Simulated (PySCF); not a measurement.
## SrIn: one state, many levels of theory

State: ²Π (doublet), unpaired electrons π ↑. Set-up: PySCF, scalar-relativistic core potentials, basis sets Sr def2-SVP with ECP28, In def2-SVP with ECP28. De refers to Sr + In in their high-spin ground configurations, without counterpoise correction. The functionals are run spin-unrestricted. A positive dipole means Sr(−)In(+). Levels whose curve was spin-contaminated or gave no clean fit are not listed.

| Level | Re (Å) | ωe (cm⁻¹) | De (eV) | μ (D) |
| --- | --- | --- | --- | --- |
| ROHF-MP2 | 3.507 | 83.8 | 0.356 | n/a |
| ROHF-SCS-MP2 | 3.563 | 75.2 | 0.269 | n/a |
| ROHF-CCSD | 3.548 | 79.0 | 0.296 | n/a |
| ROHF-CCSD(T) | 3.502 | 86.9 | 0.374 | n/a |
| PBE | 3.440 | 95.6 | 0.68 | -2.47 |
| M06-L | 3.470 | 93.5 | 0.63 | -2.20 |
| M06 | 3.434 | 95.0 | 0.63 | -2.00 |

Problem. Which functional lies closest to ROHF-CCSD(T) in De, which farthest, and by how much do they differ from it?

Solution. Closest is M06-L (-3.2 pm in Re, +7.6 % in ωe, +0.26 eV in De against ROHF-CCSD(T) in the same basis), farthest PBE (-6.2 pm in Re, +10.0 % in ωe, +0.31 eV in De). CCSD(T) converges more slowly with the basis than the functionals do and binds too weakly in this one, so the order can change at the basis-set limit.

Correlated steps freeze 4 core orbitals. The bond is weak. Basis-set superposition, not corrected here, can be much of De in a small basis, most of all at correlated wavefunction levels. Functionals without a dispersion term scatter widely for such bonds, and LDA overbinds them. These are scalar-relativistic numbers at best; spin–orbit coupling would shift them, the dissociation energy most. The state is the lowest determinant that a PBE0 search found; another state may lie lower at other levels.

The whole job (state search and all levels along the bond) took about 3.4 min on 1 thread of Oxide Virtual Turin-like (shared host), peak memory 0.6 GiB.
